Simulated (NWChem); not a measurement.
System: CH5NSi, singlet; SMILES C[Si]N

Here is an NWChem input.

```
start job
memory heap 200 mb stack 900 mb global 1100 mb
geometry units angstroms noautosym nocenter noautoz
  Si    -0.623447    -0.118416     0.370731
  C      0.445598     1.444015     0.077847
  H     -0.076680     2.115509    -0.626490
  H      1.464205     1.263312    -0.304656
  H      0.524479     2.011006     1.022500
  N      0.518183    -1.315456    -0.098693
  H      1.466962    -1.150251    -0.426219
  H      0.295903    -2.305482    -0.073078
end
basis spherical
  * library sadlej_pvtz
end
dft
  xc pbe0
  iterations 150
end
property
  response 1 0.0
end
task dft property
```

Low-valent species are run as closed-shell singlets; no triplet was tried in these runs. Geometry: optimised at PBE0/def2-SVP.

Static field.

What results follow from this input? (PBE0/Sadlej pVTZ.) Quantities: isotropic polarisability (bohr³); anisotropy (bohr³).


| Property | Result |
|---|---|
| isotropic polarisability (bohr³) | 58.3 |
| anisotropy (bohr³) | 15.4 |
